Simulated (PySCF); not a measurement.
**Structure from 2D NMR**

Compound of formula C7H7O2P. Correlations simulated from computed shifts and the bond graph:

HSQC (one-bond C–H):
```csv
δH,δC
8.79,139.3
8.78,191.1
6.79,130.4
5.93,130.4
2.61,31.8
```

COSY cross peaks (H two or three bonds apart, from the bond graph; peaks can be absent where the dihedral angle is near 90°):
```csv
δH,δH
8.79,6.79
8.79,5.93
6.79,5.93
```

HMBC (two and three bonds, from the bond graph):
```csv
δH,δC
8.79,"162.8, 157.3, 130.4"
8.78,"162.8, 157.3"
6.79,"162.8, 139.3"
5.93,"162.8, 139.3"
2.61,"192.5, 157.3"
```

Carbons without hydrogens: δ 192.5, 162.8, 157.3.

- GIAO PBE0/pcSseg-1 shieldings
- structure optimised with GFN2-xTB
- program: PySCF 2.14.0 with density-fitted response routines
- relativity neglected, averaged over atoms made equivalent by symmetry, fast rotation or ring inversion, a single conformation, no solvent model

Chemical shifts δ = σref − σ; TMS for ¹H and ¹³C, all at this level.

Exchangeable hydrogens are left out of these lists.

Assemble the structure.

## Answers

SMILES C(c1c(C=C)pco1)(C)=O.

Numbering as in the mapped SMILES `[CH2:1]=[CH:2][c:3]1[p:4][cH:5][o:6][c:7]1[C:8]([CH3:9])=[O:10]`. Hydrogens are named by the atom that carries them. Ha(C1) is cis to C3; Hb(C1) is trans to C3.

δC 192.5 is C8, a ketone carbonyl carbon. δC 191.1 is C5, an aromatic CH next to the ring oxygen (δH 8.78). δC 162.8 is C3, a substituted aromatic carbon. δC 157.3 is C7, a substituted aromatic carbon next to the ring oxygen. δC 139.3 is C2, an alkene CH (δH 8.79). δC 130.4 is C1, a terminal =CH2 carbon (δH 6.79, 5.93). δC 31.8 is C9, a methyl carbon α to a carbonyl (δH 2.61). HMBC from δH 8.79 reaches the proton-free carbons C3, C7. HMBC from δH 8.78 reaches the proton-free carbons C3, C7. HMBC from δH 6.79 reaches the proton-free carbon C3. HMBC from δH 5.93 reaches the proton-free carbon C3. COSY links 8.79–6.79, 8.79–5.93, 6.79–5.93.

The data come from this structure; uniqueness wasn't tested.

Shifts are as computed. Against solution values, carbons near 30 ppm lie about +3 ppm off and those near 130 ppm about +5 ppm. Of 1211 compounds with measured shifts, 218 miss one by over three times the rms of a fit or turn the order of signals round; such compounds aren't used in these exercises.
